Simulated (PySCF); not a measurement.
This PySCF input asks for the NMR shieldings of `C#C[C@H]1C[SiH2]CS1`, C$_{5}$H$_{8}$SSi; the geometry comes from GFN2-xTB.

```python
import basis_set_exchange as bse
import numpy as np
from pyscf import gto, dft
from pyscf.prop import nmr

atoms = """
C     2.564071    0.200117    0.803693
C     1.762755    0.037469   -0.071358
C     0.740444   -0.106194   -1.077490
C    -0.268336   -1.193881   -0.708386
Si   -1.393962   -0.475908    0.654726
C    -1.042115    1.378267    0.353682
S    -0.167260    1.493361   -1.239327
H     3.292129    0.325714    1.548157
H     1.199684   -0.276126   -2.055671
H    -0.854082   -1.443535   -1.594438
H     0.263019   -2.095912   -0.404501
H    -2.799340   -0.789894    0.397403
H    -0.957751   -0.855810    1.998255
H    -0.407205    1.823078    1.118646
H    -1.936465    1.987244    0.254698
"""
names = dict.fromkeys(["C", "Si", "S", "H"], "pcSseg-1")
basis = {el: gto.basis.parse(bse.get_basis(n, elements=[el], fmt="nwchem")) for el, n in names.items()}
mol = gto.M(atom=atoms, basis=basis, charge=0, verbose=0)
mf = dft.RKS(mol, xc="PBE0")
mf.grids.level = 2
mf.grids.alignment = dft.numint.BLKSIZE   # the property module wants whole blocks of grid points
mf.conv_tol = 1e-9
mf.kernel()

calc = nmr.RKS(mf)   # GIAO
C = mf.mo_coeff
Co = C[:, mf.mo_occ > 0]
resp = mf.gen_response(singlet=True, hermi=2)
def vind(x):   # induced exchange potential for any number of trial vectors
    d = np.einsum("pi,xij,qj->xpq", C, 2 * x.reshape(-1, C.shape[1], Co.shape[1]), Co, optimize=True)
    return np.einsum("xpq,pi,qj->xij", resp(d - d.transpose(0, 2, 1)), C, Co, optimize=True).ravel()
mo1, _ = nmr.rhf.solve_mo1(calc, with_cphf=vind)
sigma = calc.kernel(mo1)
for i, s in enumerate(sigma):   # ppm
    w = np.linalg.eigvalsh((s + s.T) / 2)
    print("%2d %-2s iso %8.1f  s11 %8.1f  s22 %8.1f  s33 %8.1f" % (i, mol.atom_pure_symbol(i), w.mean(), *w))
```

Question: Give the expected output.

Answer: 
```
 0 C  iso    107.0  s11     35.7  s22     53.6  s33    231.5
 1 C  iso     97.8  s11    -15.9  s22      7.9  s33    301.5
 2 C  iso    143.9  s11    118.2  s22    150.8  s33    162.7
 3 C  iso    163.3  s11    138.3  s22    156.6  s33    195.0
 4 Si iso    371.9  s11    288.4  s22    397.7  s33    429.6
 5 C  iso    173.9  s11    150.7  s22    173.2  s33    197.7
 6 S  iso    395.6  s11    185.8  s22    318.7  s33    682.5
 7 H  iso     29.8  s11     24.7  s22     25.0  s33     39.7
 8 H  iso     27.7  s11     23.4  s22     24.6  s33     35.2
 9 H  iso     30.4  s11     25.6  s22     27.1  s33     38.4
10 H  iso     30.2  s11     25.2  s22     27.7  s33     37.7
11 H  iso     27.4  s11     23.4  s22     24.9  s33     33.9
12 H  iso     27.1  s11     23.9  s22     24.3  s33     33.2
13 H  iso     29.1  s11     23.4  s22     26.3  s33     37.5
14 H  iso     29.8  s11     24.4  s22     26.6  s33     38.2
```

These numbers come from an equivalent density-fitted implementation of the same equations, which agrees with the script to about 0.01 ppm for H and up to a few tenths of a ppm for heavy atoms, so last digits may differ.

Question: Turn these shieldings into chemical shifts. References, each an isolated molecule treated in the same way: $^{13}$C (186.93 ppm), $^{29}$Si (349.16 ppm), $^{1}$H (31.72 ppm) vs TMS; $^{33}$S (503.73 ppm) vs CS2.

Answer: Averaging equivalent atoms: C 1: 89.1; C 0: 80.0; C 2: 43.1; C 3: 23.6; C 5: 13.1; Si 4: -22.7; S 6: 108; H 12: 4.62; H 11: 4.33; H 8: 3.97; H 13: 2.64; H 14: 1.96; H 7: 1.92; H 10: 1.53; H 9: 1.34 ppm. 

Size and cost of the density-fitted run: 173 basis functions, 30 s wall time on 1 thread of an Arm Neoverse V1, shared host; peak memory 0.79 GiB.
